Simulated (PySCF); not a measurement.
Species: C7H9N.
Geometry (PBE0-D3(BJ)/def2-SVP, Å), atoms numbered from 1 in this order:
```
atom  x, y, z in Å
C1    -2.789    0.726    0.241
C2    -1.521    1.000    0.579
C3    -0.324    0.444   -0.056
C4    -0.504   -0.520   -1.188
C5     0.883    0.821    0.412
C6     2.217    0.356   -0.117
C7     2.506   -1.044    0.189
N8     2.712   -2.159    0.422
H9    -3.044    0.036   -0.568
H10   -3.623    1.189    0.773
H11   -1.334    1.699    1.402
H12    0.447   -0.864   -1.612
H13   -1.098   -0.065   -1.997
H14   -1.052   -1.413   -0.848
H15    0.918    1.518    1.255
H16    2.283    0.481   -1.211
H17    3.028    0.966    0.310
```

The calculation used TDDFT CAM-B3LYP/def2-SVPD, vertical, gas phase, core orbitals frozen in the response in PySCF.

Kohn–Sham orbitals with the atoms that hold most of them (Löwdin shares over 4%, at most four atoms; ? is withheld):

```
orbital  ε (eV)                            atoms
 LUMO+2    1.60  H15 12%, H17 11%, C4 10%, C7 8%
 LUMO+1    1.04  C6 16%, C7 12%, C5 11%, H17 10%
   LUMO   -0.16                                ?
   HOMO       ?                                ?
 HOMO-1  -10.50   C2 26%, C3 18%, C1 17%, C5 10%
 HOMO-2  -10.79     N8 42%, C7 32%, C6 9%, C5 5%
 HOMO-3  -10.85    N8 41%, C7 31%, C6 9%, H17 4%
```

Problem. Give the leading atoms of the LUMO.

Solution. C5 (bonded to 2 C and H) 22%; C1 (bonded to C and 2 H) 20%; C3 (bonded to 3 C) 15%; C2 (bonded to 2 C and H) 15%.

Problem. Give the leading atoms of the HOMO.

Solution. C5 (bonded to 2 C and H) 25%; C1 (bonded to C and 2 H) 22%; C3 (bonded to 3 C) 18%; C2 (bonded to 2 C and H) 16%.

Problem. What is the HOMO energy, and the HOMO–LUMO gap?

Solution. ε(HOMO) = -8.22 eV; the gap is 8.07 eV (0.2964 hartree).

Problem. How does S1 compare with the orbital gap of 8.07 eV?

Solution. S1 is at 5.66 eV (f = 0.695), 2.41 eV below the gap, made of HOMO→LUMO (98%). Without the coupling terms of the response equations the lowest excitation would equal the gap.

Problem. One configuration dominates each of S1 and S2. Which, and how do the shares of the two leading atoms of either orbital change from the occupied to the empty one?

Solution. 
- S1 (5.66 eV, f 0.695), HOMO→LUMO (98%): C5 25% → 22%, C1 22% → 20%
- S2 (6.52 eV, f 0.0034), HOMO→LUMO+1 (86%): C5 25% → 11%, C1 22% → at most 11%, C6 at most 17% → 16%, C7 at most 17% → 12%

Löwdin shares depend on the basis, the more so with diffuse functions.

One conformer stands for the species.
